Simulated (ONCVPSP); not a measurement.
# Sb, ONCV: configuration errors across variants

| Property | Result |
| --- | --- |
| Element | Sb |
| Generator | ONCVPSP 4.0.1 |
| Type | optimised norm-conserving Vanderbilt (ONCV) |
| Functional | LDA (Perdew-Zunger) |
| Relativity | fully relativistic |
| Frozen core | [Kr] |
| Valence charge | 15 |
| Reference configuration | 4d10 5s2 5p3 |
| Partial waves | 5s: rc 1.50 bohr, ncon 3, nbas 7, qcut 3.4 1/bohr, local; 5p: rc 2.45 bohr, ncon 5, nbas 8, qcut 3.8 1/bohr, 2 projectors, debl 1.9 Ha; 4d: rc 1.50 bohr, ncon 4, nbas 9, qcut 8.2 1/bohr, 2 projectors, debl 2.5 Ha |
| Local potential | the s channel |
| Core correction | Teter function, fcfact 3.25, rcfact 1.4 |

Open shells are filled in proportion to 2j + 1.

All-electron excitation energies from the reference (eV): (1) 4d10 5s2 5p2 8.538; (2) 4d10 5s2 5p1 24.813; (3) 4d10 5s2 5p0 49.625; (4) 4d9 5s2 5p3 40.771.

2 further variants failed, have other tests or too few solved ones, and are left out.

Errors AE − PS in meV (a dash: test not solved or not reliable):

```csv
change,(1),(2),(3),(4),bound ghosts,GHOST(+) flags above zero
base,+0.8,+5.9,+23,-132,none,none
s: qcut 2.2; p: qcut 2.5; d: qcut 5.4,+0.8,+5.7,+21,+68,none,p1/2
s: qcut 2.5; p: qcut 2.8; d: qcut 6,+0.8,+5.7,+21,+20,none,p1/2
s: qcut 2.7; p: qcut 3; d: qcut 6.6,+0.7,+5.6,+21,-29,none,none
s: qcut 3.1; p: qcut 3.5; d: qcut 7.6,+0.8,+5.8,+23,-99,none,none
p: qcut 3.7; d: qcut 8.1,+0.8,+5.9,+23,-127,none,none
s: qcut 3.8; p: qcut 4.2; d: qcut 9.2,+0.8,+6.0,+24,-169,none,none
s: qcut 4.3; p: qcut 4.8; d: qcut 10.3,+0.8,+6.1,+25,-195,none,none
```

(1) Give the same row for: s: qcut 4.1; p: qcut 4.6; d: qcut 9.9.

## Answers

(1) +0.8, +6.1, +25, -188; bound ghosts: none; GHOST(+) flags above zero: none.
